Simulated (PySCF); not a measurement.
## `O=C[C@H]1C[SiH2][Si@@H]1[SiH3]`, C₃H₁₀OSi₃

Geometry (Å), atoms numbered from 1 in this order:
```xyz
17

O    -2.2460    1.4053   -0.2172
C    -1.5296    1.2867    0.7646
C    -0.6402    0.1662    0.9413
C    -1.2043   -1.0793    0.2550
Si   -1.0216   -0.5583   -1.5817
Si    0.6599    0.6936   -0.4911
Si    2.7325   -0.1392    0.1541
H    -1.4782    2.0968    1.5137
H    -0.2753    0.0431    1.9577
H    -0.5881   -1.9488    0.4844
H    -2.2165   -1.2963    0.5952
H    -2.2038   -0.1236   -2.3098
H    -0.4278   -1.6646   -2.3707
H     0.7283    2.1705   -0.5399
H     2.8525   -1.5584   -0.1874
H     3.8034    0.5562   -0.5619
H     3.0477   -0.0378    1.5838
```

Level of theory: PySCF, TDDFT wB97X-D/def2-SVPD circular dichroism and optical rotation, one conformer, gas phase. Geometry: GFN2-xTB.

The molecule is flexible and this is one conformer; a measurement averages over conformers.

Problem. Draw the ECD and absorption spectra from the lowest 8 states, each a Gaussian of half-width 0.2 eV at 1/e height.

Solution. 
| E (eV) | λ (nm) | Δε (L mol⁻¹ cm⁻¹) | ε (L mol⁻¹ cm⁻¹) |
| --- | --- | --- | --- |
| 3.95 | 314 | +0.02 | 1.36 |
| 4.10 | 303 | +0.46 | 33 |
| 4.25 | 292 | +3.64 | 260 |
| 4.40 | 282 | +9.30 | 663 |
| 4.55 | 273 | +7.71 | 550 |
| 4.70 | 264 | +2.07 | 148 |
| 4.85 | 256 | +0.18 | 13.1 |
| 5.00 | 248 | -0.20 | 8.97 |
| 5.15 | 241 | -3.52 | 153 |
| 5.30 | 234 | -20.39 | 926 |
| 5.45 | 228 | -40.46 | 2140 |
| 5.60 | 221 | -31.19 | 2340 |
| 5.75 | 216 | -11.94 | 1690 |
| 5.90 | 210 | -2.07 | 3510 |
| 6.05 | 205 | +17.55 | 12700 |
| 6.20 | 200 | +52.79 | 23800 |
| 6.35 | 195 | +56.40 | 17900 |
| 6.50 | 191 | +66.88 | 7330 |

Δε uses R in velocity form, ε uses f in length form. Only the states computed contribute, so the short-wavelength end is incomplete.
